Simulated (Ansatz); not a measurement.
Molecule: MoH$_{6}$ (charge 0, singlet). SMILES: [MoH6]
Structure (B3LYP-D3(BJ)/def2-TZVP (Ansatz, a first-principles code) minimum search):
```xyz
7

Mo     0.0065    -0.0062    -0.0618
H     -0.4539    -0.7860     1.3033
H     -0.7547     0.8525     1.1073
H     -0.5134    -1.5975    -0.2825
H     -1.0282     1.2068    -0.6180
H      0.8169     0.3087     1.3267
H      1.6615     0.2760    -0.2426
```

Property: atomisation energy (electronic, to ground-state atoms), in kcal/mol. Cores are frozen in the correlated levels unless marked. Open shells are spin-unrestricted. No spin-orbit coupling. The frozen core is the preceding noble-gas configuration, with the filled d and f shells of earlier blocks. Past Kr the def2 sets carry scalar-relativistic core potentials. STO-3G rows are all-electron and non-relativistic. The coupled-cluster limit lacks core correlation, which all-electron functionals hold. CBS marks a two-point X^-3 extrapolation of the correlation energy; Hartree-Fock from the larger set. The bracket is a focal-point correction in the basis named.

```csv
level,program,atomisation energy (kcal/mol),minus last row
HF/def2-TZVPPD,Ansatz,166.0,-191.7
PBE-D4/def2-TZVPD,Ansatz + dftd4,370.9,13.2
r2SCAN-D3(BJ)/def2-TZVPD,Ansatz + dftd3,356.9,-0.8
PBE0/STO-3G,Ansatz,523.6,165.9
PBE0-D3(BJ)/def2-TZVPD,Ansatz + dftd3,347.3,-10.4
r2SCANh-D4/def2-TZVPD,Ansatz + dftd4,349.7,-8.0
CAM-B3LYP/def2-TZVPD,Ansatz,364.0,6.3
B2PLYP-D3(BJ)/def2-TZVPD,Ansatz + dftd3,355.5,-2.2
RPA@PBE/def2-QZVPP,Ansatz,351.7,-6.0
MP2/def2-TZVPP,Ansatz,334.8,-22.9
"MP2/CBS(def2-TZVPP,def2-QZVPP)",Ansatz,347.2,-10.5
SCS-MP2/def2-TZVPP,Ansatz,366.7,9.0
CCSD/def2-SVPD,Ansatz,323.5,-34.2
CCSD/def2-TZVPPD,Ansatz,337.8,-19.9
"CCSD/CBS(def2-TZVPP,def2-QZVPP)",Ansatz,345.2,-12.5
CCSD(T)/def2-SVPD,Ansatz,332.2,-25.5
CCSD(T)/def2-QZVPP,Ansatz,354.6,-3.1
"RI-MP2/CBS(def2-TZVPPD,def2-QZVPPD)+[CCSD(T)-MP2]/def2-SVPD",Ansatz,364.5,6.8
"RI-MP2/CBS(def2-TZVPP,def2-QZVPP)+[CCSD(T)-MP2]/def2-TZVPP",Ansatz,360.6,2.9
"RI-MP2/CBS(def2-TZVPP,def2-QZVPP)+[CCSD(T)-MP2]/def2-QZVPP",Ansatz,358.9,1.2
"CCSD(T)/CBS(def2-TZVPP,def2-QZVPP)",Ansatz,357.7,0.0
```

The T1 diagnostic of CCSD in the largest basis is 0.039, which is high, so the coupled-cluster rows are less sure than usual.
